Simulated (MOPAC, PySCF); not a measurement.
H₃FOSi, SMILES `O[SiH2]F` (H–O–Si–F torsion 72°), neutral singlet in the gas phase. 

Z-matrix (Å, degrees):
```
Si
F 1 1.5962
O 1 1.6296 2 110.94
H 3 0.9579 1 119.10 2 71.94
H 1 1.4742 2 108.17 3 -116.30
H 1 1.4817 5 113.73 3 -123.32
```
Charge 0, multiplicity 1.

All levels are single points at this geometry (PBE0-D4/def2-TZVP); Pople sets use spherical d functions. Orbital energies aren't observables, and empty levels follow the basis.

```csv
level,HOMO (eV),LUMO (eV),gap (eV),dipole (D),"vertical IE, Delta-SCF (eV)"
B3LYP-D3(BJ)/def2-TZVP in PySCF,-9.13,0.04,9.17,1.63,11.90
PBE-D3(BJ)/def2-TZVP in PySCF,-7.81,-0.50,7.31,1.58,11.41
PBE0-D4/def2-TZVP in PySCF,-9.33,0.38,9.71,1.63,11.90
B3LYP/3-21G in PySCF,-8.59,1.31,9.90,1.91,–
B3LYP/6-31G* in PySCF,-8.88,0.79,9.67,1.68,11.74
BP86/6-31G* in PySCF,-7.64,0.23,7.87,1.65,–
PBE/6-31G* in PySCF,-7.52,0.18,7.69,1.64,11.23
HF/6-31G* in PySCF,-12.97,4.30,17.26,1.83,–
AM1 in MOPAC,-11.32,1.34,12.66,1.46,–
```
